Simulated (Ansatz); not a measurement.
`[OH][AlH][CH2]O[SiH3]` → Al• + C• + 7 H• + 2 O• + Si•  (atomization)

Calculated with Ansatz (gas phase, PBE0-D4/def2-TZVP geometries, no zero-point term in ΔE). CCSD(T)/CBS is the MP2 limit (def2-TZVPP, def2-QZVPP) plus CCSD(T) − MP2 in def2-TZVPP, frozen cores. This one scheme is used for every species, atoms too. Functionals use def2-TZVPP. B3LYP here is the variant with VWN-RPA as its local correlation; programs differ in this. No spin–orbit coupling; open shells (•) take unrestricted orbitals. Spin–orbit coupling would lower the free atoms: a little for Al, C, O, Si. One conformer a species, not always the lowest.

```tsv
level	ΔE (kcal/mol)	difference from CCSD(T)/CBS
PBE-D4	995.8	0.1
r2SCAN-D4	992.9	-2.8
PBE0-D4	979.5	-16.2
B3LYP-D4	988.1	-7.6
ωB97X-V	995.3	-0.4
ωB97M-V	994.4	-1.3
B2PLYP	979.0	-16.7
PBE	989.9	-5.8
r2SCAN	991.4	-4.3
PBE0	974.5	-21.2
B3LYP	978.6	-17.1
HF/def2-TZVPP	719.0	-276.7
MP2/def2-TZVPP	982.3	-13.4
SCS-MP2/def2-TZVPP	980.7	-15.0
CCSD/def2-TZVPP	954.3	-41.4
CCSD(T)/def2-TZVPP	967.6	-28.1
HF/def2-QZVPP	721.3	-274.4
MP2/def2-QZVPP	999.1	3.4
SCS-MP2/def2-QZVPP	999.4	3.7
HF/CBS(def2)	721.6	-274.1
MP2/CBS(def2)	1010.3	14.6
CCSD/CBS(def2)	982.4	-13.3
CCSD(T)/CBS	995.7	0
```

Largest T1 diagnostic among the species: 0.018.

From PBE to PBE0 (25 % exact exchange), in def2-TZVPP and without D4, ΔE moves by −15.4 kcal/mol: exact exchange takes away binding that semilocal exchange gives to molecules. The D4 term adds +9.5 kcal/mol with B3LYP and +5.0 kcal/mol with PBE0; it sums over pairs of atoms, weighted by their polarisabilities, and B3LYP, whose exchange is more repulsive, gets the larger term.

For atomizations the MP2-based limit and the directly extrapolated one differ by several kJ/mol either way, and by 10 to 25 for some Ge, Se and Sn compounds, so smaller differences from it don't rank the levels.
